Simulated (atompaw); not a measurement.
u(r) = r·R(r): atom against pseudo-atom (nickel)

Columns: radius, all-electron u(r) and pseudo u(r) of the 3s shell (level -108.34 eV) of nickel in the configuration [Ne] 3s2 3p6 3d8.5 4s1.5 4p0; PBE, scalar-relativistic, PAW (atompaw) scheme, atompaw 4.2.0.5.

```
r (bohr)  all-electron  pseudo
   0.060        0.1295  0.2106
   0.119       -0.5188  0.4117
   0.179       -0.6836  0.6041
   0.238       -0.4397  0.7764
   0.298       -0.0153  0.9296
   0.358        0.4202  1.0570
   0.417        0.7779  1.1547
   0.477        1.0414  1.2243
   0.537        1.2048  1.2639
   0.596        1.2823  1.2746
   0.656        1.2956  1.2589
   0.715        1.2622  1.2204
   0.775        1.1969  1.1617
   0.835        1.1122  1.0878
   0.894        1.0193  1.0047
   0.954        0.9217  0.9145
   1.013        0.8270  0.8241
   1.073        0.7348  0.7340
   1.133        0.6489  0.6488
   1.192        0.5712  0.5712
   1.252        0.4996  0.4996
   1.312        0.4352  0.4352
   1.371        0.3789  0.3789
   1.431        0.3282  0.3282
   1.490        0.2843  0.2843
   1.550        0.2452  0.2452
```

How many radial nodes do the two functions have?

The all-electron 3s function has n − l − 1 = 2; the pseudo-wave has 0, since the states of the same l below it are removed with the core.

At about which radius was the pseudo-wave matched?

1.25 bohr. The columns agree to 0.0005 from 1.13 bohr on; several derivatives are matched, so the curves merge somewhat inside the radius.

Is the pseudo-wave norm-conserving?

No, it belongs to a PAW set: the norm inside the radius is not constrained, and the difference is carried by the augmentation charge.
